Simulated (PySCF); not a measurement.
# Correlation energy of Rh²⁺ (rhodium, charge +2)

[Kr] 4d6 5s1, high-spin 6D determinant (an excited configuration). Computed with PySCF 2.14 in aug-cc-pwCVDZ-PP with ECP28MDF (6s6p5d3f, 70 functions), with scalar relativity through the core potential. Frozen: 4s2 4p6; 7 electrons correlated.

| level | correlation energy (mhartree) |
| --- | --- |
| CCSD | -135.44 |
| (T) | -1.78 |
| CCSD(T) | -137.22 |

Diagnostics: T1 = 0.0049, D1 = 0.0173, largest double amplitude 0.020.

Problem. Is a single reference adequate?

Solution. Yes, within this model without spin-orbit coupling: T1 lies below 0.03 and no double amplitude reaches 0.07.
